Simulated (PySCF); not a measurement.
Species: trans-PdH(PF3)2I (singlet state).
SMILES: `[H][Pd]([I])(<-[P](F)(F)F)<-[P](F)(F)F`

Theory: PBE0-D3(BJ)/def2-SVP geometry optimisation, gas phase, def2 core potentials past Kr (PySCF 2.14.0).

Take the most abundant isotopes and a rigid rotor. 

Task: What are A, B and C (MHz)?

Result: Ia = 873.16, Ib = 1422.64, Ic = 2075.07 u·Å²; 505379 MHz·u·Å²/I gives A = 578.8, B = 355.2, C = 243.5 MHz.

Task: What kind of rotor is it?

Result: An asymmetric top. Ray's parameter κ = (2B − A − C)/(A − C) = -0.334; −1 is the prolate and +1 the oblate limit.

Task: Is it planar, by Δ = Ic − Ia − Ib?

Result: Not planar: Δ = Ic − Ia − Ib = -220.73 u·Å². For a rigid frame Δ = −2 Σ m c², so Σ m c² = 110.37 u·Å² lies off the ab plane: 0.00 from hydrogen and 110.37 from heavier atoms. The atom farthest from that plane is 1.23 Å away.

Task: Which lines would a microwave search look for?

Result: The dipole components are |μa| = 0.06 D, |μb| = 3.11 D, |μc| = 0.00 D. The squared components, which scale the intensities, stand as 0.00 : 1.00 : 0.00 (a : b : c). Some lines, for components of 0.1 D or more:

```
type  branch         J(Ka,Kc)   MHz  lower level (cm⁻¹)
   b       Q  1(1,0) ← 1(0,1)   335               0.020
   b       Q  2(1,1) ← 2(0,2)   479               0.059
   b       Q  3(2,1) ← 3(1,2)   675               0.140
   b       Q  2(2,0) ← 2(1,1)   703               0.075
   b       Q  3(1,2) ← 3(0,3)   738               0.115
   b       R  1(1,1) ← 0(0,0)   822               0.000
   b       R  2(0,2) ← 1(1,1)   941               0.027
   b       Q  2(2,1) ← 2(1,2)  1006               0.064
   b       Q  3(2,2) ← 3(1,3)  1191               0.117
   b       R  3(1,2) ← 2(2,1)  1269               0.097
   b       Q  3(3,0) ← 3(2,1)  1273               0.162
   b       R  2(1,2) ← 1(0,1)  1309               0.020
   b       Q  3(3,1) ← 3(2,2)  1415               0.157
   b       R  3(0,3) ← 2(1,2)  1537               0.064
   b       R  3(1,3) ← 2(0,2)  1755               0.059
   b       R  2(2,1) ← 1(1,0)  1980               0.031
   b       R  2(2,0) ← 1(1,1)  2124               0.027
   b       R  3(2,2) ← 2(1,1)  2467               0.075
   b       R  3(2,1) ← 2(1,2)  2950               0.064
   b       R  3(3,1) ← 2(2,0)  3179               0.098
   b       R  3(3,0) ← 2(2,1)  3218               0.097
```

No frequency check. Constants of a rigid frame at the computed geometry: no zero-point averaging, no centrifugal distortion. Quadrupole hyperfine structure (127I) is left out.
